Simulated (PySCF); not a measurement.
## Magnetic susceptibility: `C[B@@H-]([AsH3+])COC(C)=O`, C4H12AsBO2

Molfile (atoms numbered from 1):
```
C4H12AsBO2
     RDKit          3D

 20 19  0  0  0  0  0  0  0  0999 V2000
   -2.2372   -1.6715    0.0672 C   0  0  0  0  0  0  0  0  0  0  0  0
   -0.8700   -0.9418   -0.3913 B   0  0  1  0  0  0  0  0  0  0  0  0
   -1.5380    1.0999   -0.8034 As  0  0  0  0  0  4  0  0  0  0  0  0
    0.1975   -0.8223    0.8383 C   0  0  0  0  0  0  0  0  0  0  0  0
    1.5477   -0.4795    0.4596 O   0  0  0  0  0  0  0  0  0  0  0  0
    1.7663    0.7082   -0.0338 C   0  0  0  0  0  0  0  0  0  0  0  0
    3.2143    0.9319   -0.3909 C   0  0  0  0  0  0  0  0  0  0  0  0
    0.9124    1.5686   -0.1675 O   0  0  0  0  0  0  0  0  0  0  0  0
   -2.0682   -2.7138    0.3281 H   0  0  0  0  0  0  0  0  0  0  0  0
   -2.6827   -1.1927    0.9429 H   0  0  0  0  0  0  0  0  0  0  0  0
   -2.9864   -1.6593   -0.7268 H   0  0  0  0  0  0  0  0  0  0  0  0
   -0.3888   -1.3124   -1.4119 H   0  0  0  0  0  0  0  0  0  0  0  0
   -2.9722    1.2361   -1.2416 H   0  0  0  0  0  0  0  0  0  0  0  0
   -1.7151    2.0312    0.3270 H   0  0  0  0  0  0  0  0  0  0  0  0
   -1.0574    2.1257   -1.7501 H   0  0  0  0  0  0  0  0  0  0  0  0
    0.3155   -1.7799    1.3478 H   0  0  0  0  0  0  0  0  0  0  0  0
   -0.1394   -0.0871    1.5838 H   0  0  0  0  0  0  0  0  0  0  0  0
    3.6491    0.0138   -0.7737 H   0  0  0  0  0  0  0  0  0  0  0  0
    3.7567    1.2251    0.5062 H   0  0  0  0  0  0  0  0  0  0  0  0
    3.2908    1.7303   -1.1225 H   0  0  0  0  0  0  0  0  0  0  0  0
  1  2  1  0
  2  3  1  0
  2  4  1  0
  4  5  1  0
  5  6  1  0
  6  7  1  0
  6  8  2  0
  1  9  1  0
  1 10  1  0
  1 11  1  0
  2 12  1  6
  3 13  1  0
  3 14  1  0
  3 15  1  0
  4 16  1  0
  4 17  1  0
  7 18  1  0
  7 19  1  0
  7 20  1  0
M  CHG  2   2  -1   3   1
M  END
```

Computed, not measured: GIAO BHandHLYP/pcSseg-1 magnetisability, rotational g tensor and spin-rotation constants, non-relativistic, gas phase (PySCF). Geometry: GFN2-xTB.

The calculation is non-relativistic, which matters for the atoms heavier than Zn.

Problem. What are the magnetisability and the molar susceptibility?

Solution. Isotropic -1600 × 10⁻³⁰ J/T², or -96.4 × 10⁻⁶ cm³/mol; principal values -1705, -1604, -1492 × 10⁻³⁰ J/T², anisotropy 185 × 10⁻³⁰ J/T² (root of half the summed squared differences of the principal values). The susceptibility is in cgs units.

Problem. Split it along the inertial axes a, b, c into diamagnetic and paramagnetic parts about the centre of mass, with the quadrupole moment.

Solution. 
```tsv
axis	χ (10⁻⁶ cm³/mol)	diamagnetic (10⁻⁶ cm³/mol)	paramagnetic (10⁻⁶ cm³/mol)	summed x² of all electrons (Å²)	quadrupole Θ (D Å)
a	-101.7	-725.9	624.2	303.8	+6.87
b	-91.3	-1415.2	1323.9	141.3	-5.18
c	-96.1	-1888.2	1792.1	29.8	-1.69
```
Anisotropies 2χaa − χbb − χcc = -16.1 and 2χbb − χaa − χcc = +15.2 × 10⁻⁶ cm³/mol. Θ is traceless in Buckingham's convention.

Problem. And the rotational g tensor?

Solution. 
| axis | rotational constant (GHz) | g | nuclear part | electronic part |
| --- | --- | --- | --- | --- |
| a | 2.0447 | -0.0124 | 0.5872 | -0.5996 |
| b | 0.9193 | -0.0070 | 0.5647 | -0.5717 |
| c | 0.6712 | -0.0043 | 0.5609 | -0.5652 |

Asymmetric top; isotopes 75As, 11B, 12C, 1H, 16O; no vibrational averaging.
